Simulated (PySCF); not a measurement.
**Nitrogen: a sound run and one with changed settings**

Sound run: N²⁺ [He] 2s2 2p1, N³⁺ [He] 2s2. Computed with PySCF 2.14 in def2-TZVP (5s3p2d1f, 31 functions), with the non-relativistic Hamiltonian (point nucleus). In the sound run the correlated levels freeze 1s2. The sound run starts from symmetry-adapted Hartree-Fock orbitals and uses a fine grid where one is needed.

Changed run: all electrons correlated in a basis built for the valence shell.

```json
{"species": "N²⁺", "method": "MP2", "sound run (hartree)": "-52.87400", "changed run (hartree)": "-52.89029", "converged": "yes"}
{"species": "N²⁺", "method": "CCSD(T)", "sound run (hartree)": "-52.90193", "changed run (hartree)": "-52.91869", "converged": "yes"}
{"species": "N³⁺", "method": "MP2", "sound run (hartree)": "-51.12970", "changed run (hartree)": "-51.14537", "converged": "yes"}
{"species": "N³⁺", "method": "CCSD(T)", "sound run (hartree)": "-51.16589", "changed run (hartree)": "-51.18169", "converged": "yes"}
```

Ionisation energy of N²⁺:

| method | sound run (eV) | changed run (eV) |
| --- | --- | --- |
| UHF | 47.297 | 47.297 |
| MP2 | 47.465 | 47.482 |
| SCS-MP2 | 47.417 | 47.427 |
| CCSD | 47.212 | 47.241 |
| CCSD(T) | 47.240 | 47.266 |

A valence basis has no tight correlating functions, so it recovers only part of the core correlation, and not evenly between atom and ion.

For comparison, NIST gives 47.445 eV between the lowest levels.
